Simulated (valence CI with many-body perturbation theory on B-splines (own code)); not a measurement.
**Hf⁶⁵⁺: calculated level list**

Calculated by relativistic CI+MBPT: five valence electrons over a frozen Dirac-Fock core [He], a basis of 9 s, 9 p, 8 d, 6 f, 3 g, 1 h functions for each j, with the one-electron correlation potential Σ1, the two-electron term Σ2, the three-electron term Σ3, Breit, model QED; selected CI, second order for the rest, scaled by the run's own slope (own B-spline code, finite nucleus).

No measured spectrum was set against this ion. As an estimate, large intervals hold to a few tenths of a per cent, small ones and those within an open d or f shell to about a per cent. Among the levels kept, up to 4100 cm⁻¹ of a level comes from second order outside the variational space, and about a tenth of that is noise between levels of different J, which matters for small intervals.

Levels 1 to 45 of 60, with energies above the lowest level, (2s^2 2p1/2^2 2p3/2) J=3/2. "Leading %" is the weight of the configuration and term that name the level; weights of strongly mixed levels are sums over their largest components and can fall short, so below about 35 % the name and the second component can differ from the true leading terms, or belong to a minority configuration. In the jj column 3d3/2^4 stands for four electrons in 3d with j = 3/2.

```tsv
No.	Configuration	Term	J	E (eV)	Leading %	Leading jj	g	Second component
1	2s²2p³	²P°	3/2	0	49	2s^2 2p1/2^2 2p3/2 (100 %)	1.316	27 % 2s²2p³ ²D°
2	2s²2p³	⁴S°	3/2	1221	55	2s^2 2p1/2 2p3/2^2 (100 %)	1.435	44 % 2s²2p³ ²D°
3	2s²2p³	²D°	5/2	1244	100	2s^2 2p1/2 2p3/2^2 (100 %)	1.164	
4	2s²2p³	²P°	1/2	1294	100	2s^2 2p1/2 2p3/2^2 (100 %)	0.619	
5	2s2p⁴	⁴P	5/2	1553	70	2s 2p1/2^2 2p3/2^2 (100 %)	1.445	30 % 2s2p⁴ ²D
6	2s2p⁴	²S	1/2	1655	65	2s 2p1/2^2 2p3/2^2 (100 %)	2.001	26 % 2s2p⁴ ⁴P
7	2s2p⁴	²P	3/2	1656	51	2s 2p1/2^2 2p3/2^2 (100 %)	1.171	35 % 2s2p⁴ ²D
8	2s²2p³	²P°	3/2	2518	51	2s^2 2p3/2^3 (99 %)	1.286	28 % 2s²2p³ ²D°
9	2s2p⁴	⁴P	3/2	2801	85	2s 2p1/2 2p3/2^3 (100 %)	1.585	10 % 2s2p⁴ ²D
10	2s2p⁴	²D	5/2	2841	70	2s 2p1/2 2p3/2^3 (100 %)	1.282	30 % 2s2p⁴ ⁴P
11	2s2p⁴	²P	1/2	2903	64	2s 2p1/2 2p3/2^3 (100 %)	1.349	35 % 2s2p⁴ ⁴P
12	2s2p⁴	²D	3/2	2912	55	2s 2p1/2 2p3/2^3 (100 %)	1.010	44 % 2s2p⁴ ²P
13	2p⁵	²P°	3/2	3278	99	2p1/2^2 2p3/2^3 (99 %)	1.300	
14	2s2p⁴	⁴P	1/2	4142	39	2s 2p3/2^4 (100 %)	1.873	35 % 2s2p⁴ ²S
15	2p⁵	²P°	1/2	4528	100	2p1/2 2p3/2^4 (100 %)	0.619	
16	2s²2p²3s	⁴P	1/2	8332	46	2s^2 2p1/2^2 3s (100 %)	1.992	32 % 2s²2p²3s ²S
17	2s²2p²3p	²P°	1/2	8433	46	2s^2 2p1/2^2 3p1/2 (100 %)	0.646	38 % 2s²2p²3p ⁴D°
18	2s²2p²3p	²P°	3/2	8809	35	2s^2 2p1/2^2 3p3/2 (100 %)	1.322	20 % 2s²2p²3p ⁴D°
19	2s²2p²3d	²D	3/2	8897	43	2s^2 2p1/2^2 3d3/2 (100 %)	0.783	32 % 2s²2p²3d ⁴F
20	2s²2p²3d	²D	5/2	9003	36	2s^2 2p1/2^2 3d5/2 (100 %)	1.188	18 % 2s²2p²3d ⁴D
21	2s²2p²3s	⁴P	3/2	9568	88	2s^2 2p1/2 2p3/2 3s (100 %)	1.654	10 % 2s²2p²3s ²P
22	2s²2p²3s	²P	1/2	9578	67	2s^2 2p1/2 2p3/2 3s (100 %)	1.294	33 % 2s²2p²3s ⁴P
23	2s²2p²3s	²D	5/2	9587	65	2s^2 2p1/2 2p3/2 3s (100 %)	1.307	35 % 2s²2p²3s ⁴P
24	2s²2p²3s	²D	3/2	9594	64	2s^2 2p1/2 2p3/2 3s (100 %)	0.954	35 % 2s²2p²3s ²P
25	2s²2p²3p	⁴P°	1/2	9667	49	2s^2 2p1/2 2p3/2 3p1/2 (100 %)	1.729	28 % 2s²2p²3p ⁴D°
26	2s²2p²3p	⁴D°	3/2	9673	55	2s^2 2p1/2 2p3/2 3p1/2 (100 %)	1.127	22 % 2s²2p²3p ²D°
27	2s²2p²3p	²F°	5/2	9687	50	2s^2 2p1/2 2p3/2 3p1/2 (100 %)	1.044	30 % 2s²2p²3p ²D°
28	2s²2p²3p	²P°	3/2	9727	43	2s^2 2p1/2 2p3/2 3p1/2 (99 %)	1.305	25 % 2s²2p²3p ²D°
29	2s2p³3s	⁴P°	5/2	9858	48	2s 2p1/2^2 2p3/2 3s (98 %)	1.591	26 % 2s2p³3s ⁶S°
30	2s2p³3s	²P°	3/2	9887	35	2s 2p1/2^2 2p3/2 3s (98 %)	1.428	25 % 2s2p³3s ⁴S°
31	2s2p³3s	²P°	1/2	9950	41	2s 2p1/2^2 2p3/2 3s (96 %)	0.839	30 % 2s2p³3s ⁴D°
32	2s2p³3s	²P°	3/2	9960	38	2s 2p1/2^2 2p3/2 3s (98 %)	1.368	19 % 2s2p³3s ²D°
33	2s2p³3p	⁴P	3/2	9969	29	2s 2p1/2^2 2p3/2 3p1/2 (99 %)	1.664	21 % 2s2p³3p ⁶P
34	2s2p³3p	²D	5/2	9970	26	2s 2p1/2^2 2p3/2 3p1/2 (99 %)	1.332	19 % 2s2p³3p ⁴D
35	2s²2p²3p	⁴D°	5/2	10035	52	2s^2 2p1/2 2p3/2 3p3/2 (99 %)	1.407	33 % 2s²2p²3p ⁴P°
36	2s²2p²3p	²P°	1/2	10040	36	2s^2 2p1/2 2p3/2 3p3/2 (98 %)	1.535	30 % 2s²2p²3p ⁴P°
37	2s²2p²3p	²D°	3/2	10044	53	2s^2 2p1/2 2p3/2 3p3/2 (100 %)	1.133	21 % 2s²2p²3p ⁴P°
38	2s²2p²3p	²F°	7/2	10051	65	2s^2 2p1/2 2p3/2 3p3/2 (100 %)	1.216	35 % 2s²2p²3p ⁴D°
39	2s2p³3p	²P	1/2	10053	36	2s 2p1/2^2 2p3/2 3p1/2 (98 %)	1.252	18 % 2s2p³3p ⁴P
40	2s2p³3p	²D	3/2	10054	35	2s 2p1/2^2 2p3/2 3p1/2 (99 %)	0.960	21 % 2s2p³3p ⁴F
41	2s²2p²3p	²P°	3/2	10071	32	2s^2 2p1/2 2p3/2 3p3/2 (98 %)	1.404	31 % 2s²2p²3p ⁴S°
42	2s²2p²3p	²D°	5/2	10079	66	2s^2 2p1/2 2p3/2 3p3/2 (100 %)	1.175	16 % 2s²2p²3p ²F°
43	2s²2p²3p	²P°	1/2	10101	86	2s^2 2p1/2 2p3/2 3p3/2 (99 %)	0.639	7 % 2s²2p²3p ⁴D°
44	2s²2p²3d	⁴F	3/2	10135	43	2s^2 2p1/2 2p3/2 3d3/2 (99 %)	0.919	26 % 2s²2p²3d ²P
45	2s²2p²3d	⁴F	5/2	10136	53	2s^2 2p1/2 2p3/2 3d3/2 (99 %)	0.955	38 % 2s²2p²3d ²F
```

The ionisation energy to 2s²2p² ³P0 of the next ion comes out as 15679 eV (NIST: 15680 ± 30 eV (theoretical)). All 60 levels together are meant to be complete up to 10349 eV.
